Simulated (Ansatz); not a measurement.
A run on CH5AlOSi with other settings.

```yaml
crystal:
  periodic: [false, false, false]
  atoms:
    - {symbol: Al, position_ang: [-0.910209, 0.977170, -0.870645]}
    - {symbol: Si, position_ang: [1.273681, 0.463600, 0.120323]}
    - {symbol: C, position_ang: [0.242777, -0.829707, 0.987396]}
    - {symbol: O, position_ang: [-0.182602, -0.652519, -0.383096]}
    - {symbol: H, position_ang: [-0.941756, 1.127821, -2.441111]}
    - {symbol: H, position_ang: [-1.972996, 1.519692, 0.168346]}
    - {symbol: H, position_ang: [2.460087, -0.269863, -0.437305]}
    - {symbol: H, position_ang: [-0.517847, -0.550285, 1.713087]}
    - {symbol: H, position_ang: [0.637267, -1.832310, 1.125907]}
basis:
  gaussian: {orbitals: "6-31G*", point_charges: [{charge: -1.00, position_ang: [6.839, 0.191, -0.674]}]}
magnetization: {spin_polarized: true, initial_magnetization: 0}
hamiltonian: {xc: {name: revPBE}}
scf: {lower_state_search: light}
output: {forces: true}
```

```sh
$ ansatz run in.yaml --threads 2 --pin off --events-out ev --progress --plain --max-ram 4352MiB
```

It prints (some lines left out):

```
Functional definition: revPBE
932 factors; their error is unknown
mean field evaluation 1: about -17627.6153 eV, gradient 3.8e1 eV
mean field evaluation 2: about -17579.8919 eV, gradient 1.0e2 eV
mean field evaluation 4: about -17633.9117 eV, gradient 1.1e1 eV
mean field evaluation 8: about -17634.4248 eV, gradient 1.4e-1 eV
mean field evaluation 16: about -17634.3596 eV, gradient 4.7e-5 eV
mean field -17634.35955438 eV, -648.0507606252 hartree, gradient 4.7e-5 eV, S^2 0.000000; 0 other end points of the search recorded, 0 dependent functions left out
reference -17634.35960939 eV, -648.0507626469 hartree; 23, 23 occupied and 55, 55 virtual orbitals, 932 factors
Total energy: -17634.35960939 eV, -648.0507626469 hartree
Atom 0 at    -0.910209     0.977170    -0.870645 Å, force     0.160494     0.571019     0.016227 eV/Å
Atom 1 at     1.273681     0.463600     0.120323 Å, force     0.966614     0.900878    -0.060634 eV/Å
Atom 2 at     0.242777    -0.829707     0.987396 Å, force    -0.069268    -0.138291     0.561747 eV/Å
Atom 3 at    -0.182602    -0.652519    -0.383096 Å, force    -0.564253    -1.133662    -0.671016 eV/Å
Atom 4 at    -0.941756     1.127821    -2.441111 Å, force    -0.095906     0.009380    -0.314335 eV/Å
Atom 5 at    -1.972996     1.519692     0.168346 Å, force    -0.313129     0.103127     0.169432 eV/Å
Atom 6 at     2.460087    -0.269863    -0.437305 Å, force     0.101303    -0.013911    -0.080573 eV/Å
Atom 7 at    -0.517847    -0.550285     1.713087 Å, force    -0.301747     0.069392     0.298879 eV/Å
Atom 8 at     0.637267    -1.832310     1.125907 Å, force     0.160474    -0.367699     0.059563 eV/Å
Dipole moment:     0.395606    -0.198140     0.265615 e Å
```

Hardware: 2 threads of an Arm Neoverse V2 on a shared host. Wall time 2 s, peak host memory 0.14 GiB.
